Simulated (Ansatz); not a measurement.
Consider the redistribution: `C[SiH2]C[SiH2]F` + `F[SiH](F)F` → `F[SiH2]C[SiH2]F` + `C[SiH](F)F`.

Gas-phase electronic energies from Ansatz, PBE0-D4/def2-TZVP geometries. CCSD(T)/CBS is the MP2 limit (def2-TZVPP, def2-QZVPP) plus CCSD(T) − MP2 in def2-TZVPP, frozen cores. DFT in def2-TZVPP. Each species was taken in one conformer, which may not be the lowest.

```csv
level,ΔE (kJ/mol),difference from CCSD(T)/CBS
PBE-D4,9.5,-2.0
BHLYP-D4,7.9,-3.6
CAM-B3LYP-D4,7.0,-4.5
PBE,8.1,-3.4
r2SCAN0,10.4,-1.1
HF/def2-SVP,0.4,-11.1
HF/def2-TZVPP,6.8,-4.7
MP2/def2-TZVPP,13.8,2.3
CCSD/def2-TZVPP,12.3,0.8
HF/CBS(def2),7.5,-4.0
CCSD(T)/CBS,11.5,0
```

Largest T1 diagnostic among the species: 0.012.

Leaving LDA and LC-ωPBE aside and taking each functional with its dispersion term where it has one, the values, not all of them listed here, spread over 4.6 kJ/mol, from CAM-B3LYP-D4 to PBE-QIDH. LDA lies +3.1 kJ/mol from PBE without D4. In def2-TZVPP, CCSD(T) changes the Hartree–Fock value by +6.5 kJ/mol (the triples alone add +1.0 kJ/mol) and MP2 by +7.0 kJ/mol.

CCSD(T)/CBS has its own doubt, a few kJ/mol and more with outer-core shells, so smaller differences from it don't rank the levels.
